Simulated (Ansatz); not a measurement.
C$_{2}$H$_{8}$ClNOSi$_{2}$ (`C=C[Si](N)(Cl)O[SiH3]`) at its PBE0-D4/def2-TZVP geometry, where that method's forces vanish. The species carries charge 0 and has multiplicity 1.

| atom | x (Å) | y (Å) | z (Å) |
| --- | --- | --- | --- |
| C1 | -2.4095 | -0.5228 | -0.5804 |
| C2 | -1.4152 | -0.0889 | -1.3500 |
| Si3 | 0.2699 | 0.2707 | -0.7020 |
| N4 | 1.4457 | -0.5952 | -1.5635 |
| Cl5 | 0.7808 | 2.2516 | -0.9702 |
| O6 | 0.2292 | 0.0021 | 0.9054 |
| Si7 | 0.9835 | 0.3936 | 2.3068 |
| H8 | -2.2733 | -0.6758 | 0.4857 |
| H9 | -3.3964 | -0.7403 | -0.9794 |
| H10 | -1.5971 | 0.0520 | -2.4136 |
| H11 | 1.3764 | -1.5908 | -1.6927 |
| H12 | 2.3886 | -0.2576 | -1.6572 |
| H13 | 0.6062 | 1.7648 | 2.7309 |
| H14 | 2.4593 | 0.3196 | 2.1431 |
| H15 | 0.5521 | -0.5829 | 3.3371 |

For each bond, give half the difference of the two atoms' forces along it (eV/Å; positive pushes the atoms apart) under PBE-D4, r2SCAN-D4, B3LYP-D4, ωB97M-V in def2-TZVPP. (Estimate.)

The calculation gave: 
```csv
bond,length (Å),PBE-D4,r2SCAN-D4,B3LYP-D4,ωB97M-V
C1–C2,1.330,0.35,0.21,0.12,0.03
C1–H8,1.086,0.03,-0.05,-0.08,-0.05
C1–H9,1.086,0.01,-0.07,-0.09,-0.06
C2–Si3,1.841,-0.19,-0.09,-0.06,-0.03
C2–H10,1.088,0.05,-0.03,-0.09,-0.06
Si3–N4,1.695,0.01,0.00,0.04,0.05
Si3–Cl5,2.063,0.10,0.05,0.17,0.04
Si3–O6,1.630,0.21,0.03,0.04,0.03
N4–H11,1.006,0.17,0.02,-0.02,-0.02
N4–H12,1.006,0.18,0.02,-0.02,-0.02
O6–Si7,1.639,0.20,0.03,0.11,0.16
Si7–H13,1.484,0.03,-0.02,-0.08,-0.14
Si7–H14,1.487,0.02,-0.02,-0.07,-0.13
Si7–H15,1.484,0.04,-0.03,-0.10,-0.14
```

B3LYP here is the variant with VWN-RPA as its local correlation; programs differ in this.

Program: Ansatz 0.2.0.
